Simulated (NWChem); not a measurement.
# CH$_{4}$FeN$_{2}$O, quintet; SMILES [OH][Fe]1[NH]C=[NH]->1

```xyz
9

Fe     0.4549    -0.4955     0.0000
O      0.5318    -2.2877     0.0000
H      1.3274    -2.8230     0.0000
C      0.2945     1.9366     0.0000
N      0.3408     1.2369    -1.1171
N      0.3408     1.2369     1.1171
H      0.2223     3.0405     0.0000
H      0.3053     1.7487    -1.9889
H      0.3053     1.7487     1.9889
```
Atoms are numbered in this order, from 1.

Results from NWChem. Pople sets run with spherical d functions. Spin-unrestricted. In the optimisation the excess spin sits in a' and a" (Cs, its own frame). All runs use the structure optimised with PBE0/def2-SVP, spin-unrestricted. Not confirmed as a minimum by frequencies. This spin state was assumed; another may lie lower. No stability test was run on the SCF state. Vzz is the largest principal value of the second derivative of the potential at the nucleus (NWChem prints the opposite sign); η is the asymmetry. Non-relativistic.

Task: What does the run give for B3LYP/6-31G*? Quantities: Vzz Fe1 (a.u.); η Fe1; Vzz O2 (a.u.); η O2; Vzz N6 (a.u.); η N6.

Result: 
```yaml
Vzz Fe1 (a.u.): 1.217
"η Fe1": 0.59
Vzz O2 (a.u.): 1.359
"η O2": 0.19
Vzz N6 (a.u.): 0.526
"η N6": 0.30
```
